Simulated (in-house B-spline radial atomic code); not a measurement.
Response of neutral ytterbium as one setting changes: the radius of a hard wall (bohr). Method: PBE0. A dash marks a strongly mixed or unbound state. A box has no continuum, so excitations may lie above minus the highest level. Computed with a B-spline radial code for spherical atoms: linear response of the closed shell [Xe] 4f14 6s2 with the functional's adiabatic kernel; scalar-relativistic (spin-free one-electron X2C), finite nucleus, no spin-orbit coupling, no double excitations, S, P, D and F terms only; shells from n = 4 respond. Only terms of natural parity with L up to 3 were computed.

Spin-orbit coupling is strong here, so these LS terms don't match observed levels.

| radius of a hard wall (bohr) | lowest 1P (eV) | lowest 3P, Tamm-Dancoff (eV) | minus highest occupied level (eV) | α (bohr³) |
| --- | --- | --- | --- | --- |
| 5.5 | 4f → 5d 4.223 | 4f → 5d 3.000 | 1.039 | 41.23 |
| 6.5 | ? | ? | ? | ? |
| 8 | - | 6s → 6p 2.538 | 3.937 | 97.18 |
| 10 | ? | ? | ? | ? |
| 15 | 6s → 6p 3.117 | 6s → 6p 2.098 | 4.431 | 147.3 |

(1) What belongs in the row for 10?

(2) What belongs in the row for 6.5?

## Answers

(1) lowest 1P (eV): 6s → 6p 3.361; lowest 3P, Tamm-Dancoff (eV): 6s → 6p 2.227; minus highest occupied level (eV): 4.330; α (bohr³): 128.2.

(2) lowest 1P (eV): 4f → 5d 3.939; lowest 3P, Tamm-Dancoff (eV): 4f → 5d 2.917; minus highest occupied level (eV): 2.880; α (bohr³): 63.79.
